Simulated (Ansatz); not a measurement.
Mulliken charges of C$_{2}$H$_{5}$IOSi, SMILES `IC1C[SiH2]O1` from ωB97M-V/def2-TZVPP in Ansatz (PBE0-D4/def2-TZVP geometry).

```tsv
atom	x (Å)	y (Å)	z (Å)	charge (e)
I1	-2.299	-0.108	1.653	-0.087
C2	-1.010	0.238	-0.077	0.046
C3	0.374	0.789	0.314	-0.388
Si4	0.950	-0.838	-0.417	0.437
O5	-0.701	-0.969	-0.727	-0.370
H6	-1.622	0.879	-0.709	0.155
H7	0.631	1.690	-0.243	0.124
H8	0.520	0.963	1.377	0.139
H9	1.762	-0.812	-1.659	-0.028
H10	1.478	-1.884	0.493	-0.029
```

By hand: the dipole of these point charges (1 e Å = 4.8032 D).

Σ q r = (0.490, 0.264, -0.099) e Å, of length 0.565 e Å = 2.71 D.

How does the dipole of the full density compare? (Best estimate.)

Ansatz gave: (0.513, 0.265, -0.168) e Å, 2.89 D; the point charges give 0.94 times that, at 6° from its direction.

Point charges leave out the atoms' own dipoles, such as those of lone pairs, and Mulliken's split depends on the basis, so the close match here is no proof of good charges.
